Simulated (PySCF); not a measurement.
**NMR data sheet: C5H11NO2Si**

| Quantity | Value |
| --- | --- |
| Formula | C5H11NO2Si |
| SMILES | C=C[C@@H]1CCO[Si@@H](N)O1 |
| Point group of the computed structure | C1 |
| Degrees of unsaturation | 2 |
| Carbon signals | 5 |
| Proton signals | 10 |

Molfile (atoms numbered from 1):
```
C5H11NO2Si
     RDKit          3D

 20 20  0  0  0  0  0  0  0  0999 V2000
   -2.9285    0.7330   -0.4966 C   0  0  0  0  0  0  0  0  0  0  0  0
   -1.6187    0.8042   -0.3562 C   0  0  0  0  0  0  0  0  0  0  0  0
   -0.6636   -0.2773   -0.7791 C   0  0  2  0  0  0  0  0  0  0  0  0
   -0.4508   -1.2922    0.3552 C   0  0  0  0  0  0  0  0  0  0  0  0
    0.1990   -0.6488    1.5748 C   0  0  0  0  0  0  0  0  0  0  0  0
    1.4492   -0.0891    1.2864 O   0  0  0  0  0  0  0  0  0  0  0  0
    1.7133    0.6710   -0.1322 Si  0  0  1  0  0  4  0  0  0  0  0  0
    3.1896    0.0603   -0.7648 N   0  0  0  0  0  0  0  0  0  0  0  0
    0.5580    0.2643   -1.2064 O   0  0  0  0  0  0  0  0  0  0  0  0
   -3.4047   -0.1221   -0.9481 H   0  0  0  0  0  0  0  0  0  0  0  0
   -3.5798    1.5228   -0.1642 H   0  0  0  0  0  0  0  0  0  0  0  0
   -1.1491    1.6716    0.0851 H   0  0  0  0  0  0  0  0  0  0  0  0
   -1.0799   -0.8103   -1.6458 H   0  0  0  0  0  0  0  0  0  0  0  0
    0.2134   -2.0749   -0.0161 H   0  0  0  0  0  0  0  0  0  0  0  0
   -1.4096   -1.7283    0.6361 H   0  0  0  0  0  0  0  0  0  0  0  0
   -0.4619    0.1275    1.9816 H   0  0  0  0  0  0  0  0  0  0  0  0
    0.3614   -1.4034    2.3528 H   0  0  0  0  0  0  0  0  0  0  0  0
    1.6389    2.1147    0.1175 H   0  0  0  0  0  0  0  0  0  0  0  0
    3.4183    0.3328   -1.7057 H   0  0  0  0  0  0  0  0  0  0  0  0
    4.0003    0.1549   -0.1773 H   0  0  0  0  0  0  0  0  0  0  0  0
  1  2  2  0
  2  3  1  0
  3  4  1  0
  4  5  1  0
  5  6  1  0
  6  7  1  0
  7  8  1  0
  7  9  1  0
  9  3  1  0
  1 10  1  0
  1 11  1  0
  2 12  1  0
  3 13  1  6
  4 14  1  0
  4 15  1  0
  5 16  1  0
  5 17  1  0
  7 18  1  1
  8 19  1  0
  8 20  1  0
M  END
```

- coordinates at the GFN2-xTB level
- PBE0/pcSseg-1 with gauge-including orbitals
- code: PySCF 2.14
- one averaged value for each set of equivalent atoms, isolated molecule, relativity neglected, one conformer

Referencing at the same level of theory: TMS for ¹H and ¹³C and ²⁹Si; ¹⁵N against NH3; ¹⁷O vs H2O.

| carbon | δC, type | δH (multiplicity) | HMBC from (2–3 bonds) | span of the C tensor (ppm) |
| --- | --- | --- | --- | --- |
| C1 | 120.0, CH2 | H10 5.38 (m); H11 5.47 (m) | H12, H13 | 213 |
| C2 | 153.3, CH | 6.78 (m) | H11, H10, H13, H14, H15 | 230 |
| C3 | 77.5, CH | 4.88 (m) | H12, H11, H10, H18, H16, H17, H14, H15 | 48 |
| C4 | 44.6, CH2 | H14 2.69 (m); H15 1.36 (m) | H12, H13, H16, H17 | 29 |
| C5 | 61.9, CH2 | H16 4.62 (m); H17 4.18 (m) | H18, H13, H14, H15 | 67 |

Other nuclei:
```
  atoms  nucleus                                                   environment  δ (ppm)  σ (ppm)
    H18       ¹H  hydrogen on a silicon bonded to N, 2 O, in a 6-membered ring     5.20    26.52
H19/H20       ¹H                           hydrogen on a nitrogen bonded to Si     0.60    31.12
    Si7     ²⁹Si             silicon bonded to N, 2 O, H, in a 6-membered ring    -44.5    393.6
     N8      ¹⁵N                                    nitrogen bonded to Si, 2 H     30.6    237.2
     O9      ¹⁷O                  oxygen bonded to C, Si, in a 6-membered ring     69.3    266.8
     O6      ¹⁷O                  oxygen bonded to C, Si, in a 6-membered ring     50.0    286.0
```

1. Carbon types of the structure: 2 × CH, 3 × CH2, leaving 3 H on heteroatoms.
2. δC 153.3: alkene CH; the olefinic region.
3. δC 120.0: terminal =CH2 carbon; an sp2 carbon of a C=C bond.
4. δC 77.5: allylic sp3 CH bonded to O; pulled downfield by the heteroatom.
5. δC 61.9: sp3 CH2 bonded to O; the inductive effect lowers its shielding.
6. δH 4.62, 4.18: hydrogen on an sp3 CH2 bonded to O; its carbon carries O, hence the downfield position.

OH and NH positions are those of a molecule without intermolecular hydrogen bonds; in solution they move with solvent, concentration and temperature, and exchange usually removes their couplings. Shifts are as computed. Against solution values, carbons near 30 ppm lie about +3 ppm off and those near 130 ppm about +5 ppm. Of 1211 compounds with measured shifts, 218 miss one by over three times the rms of a fit or turn the order of signals round; such compounds aren't used in these exercises. Experimental scales use liquid or dissolved standards, which lie at an offset from isolated NH3 (liquid NH3: subtract about 20 ppm) and H2O (liquid H2O: subtract about 36 ppm). No couplings were computed; multiplicities are counted from neighbouring protons, with m where these are inequivalent, close in shift, in a saturated or five-membered ring or joined by F or P, and br s for small geminal =CH2 splittings.
